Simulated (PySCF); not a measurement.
## The 12-electron isoelectronic series, spin-free X2C

All values are computed (PySCF 2.14, energy differences of UHF-based or UKS calculations, no spin-orbit coupling). Each ion has its own even-tempered basis scaled to its charge (18s11p4d4f for the first); frozen: 1s2. Ionisation energies in eV, correlation energies of the ion in mhartree.

```
  ion  configuration     UHF  MP2 (outer shells)  CCSD (outer shells)  CCSD(T) (outer shells)     LDA     PBE    PBE0  E_corr MP2  E_corr CCSD(T)  NIST (with spin-orbit, Breit and QED)
Tc³¹⁺  [Ne] 3s2 (1S)  1831.4              1834.5               1835.3                  1835.3  1835.2  1836.6  1835.6      -441.5          -471.4                           1838 ± 3 (s)
Ru³²⁺  [Ne] 3s2 (1S)  1942.2              1945.4               1946.1                  1946.2  1946.0  1947.5  1946.5      -443.8          -473.6                           1949 ± 3 (s)
Rh³³⁺  [Ne] 3s2 (1S)  2056.4              2059.7               2060.4                  2060.4  2060.3  2061.9  2060.8      -445.3          -475.1                           2063 ± 3 (s)
Pd³⁴⁺  [Ne] 3s2 (1S)  2174.1              2177.4               2178.1                  2178.2  2178.1  2179.7  2178.6      -447.6          -477.1                           2181 ± 3 (s)
Ag³⁵⁺  [Ne] 3s2 (1S)  2295.3              2298.6               2299.3                  2299.4  2299.3  2301.0  2299.9      -449.2          -478.5                           2302 ± 3 (s)
Cd³⁶⁺  [Ne] 3s2 (1S)  2420.0              2423.3               2424.0                  2424.1  2424.0  2425.8  2424.7      -451.3          -480.3                           2427 ± 3 (s)
In³⁷⁺  [Ne] 3s2 (1S)  2548.2              2551.5               2552.2                  2552.2  2552.2  2554.1  2552.9      -452.7          -481.5                           2555 ± 3 (s)
Sn³⁸⁺  [Ne] 3s2 (1S)  2680.0              2683.3               2684.0                  2684.0  2684.1  2686.0  2684.8      -454.8          -483.0                           2687 ± 4 (s)
Sb³⁹⁺  [Ne] 3s2 (1S)  2815.3              2818.6               2819.3                  2819.4  2819.4  2821.5  2820.2      -456.1          -484.1                           2815 ± 4 (t)
Te⁴⁰⁺  [Ne] 3s2 (1S)  2954.2              2957.6               2958.3                  2958.3  2958.4  2960.6  2959.3      -457.6          -485.1                           2954 ± 4 (t)
```

Each ion has its own basis, which adds noise of up to about 0.1 % along the series.

NIST values marked (s) are semi-empirical, (t) theoretical. Open shells are high-spin determinants of the terms that Hund's rules give.
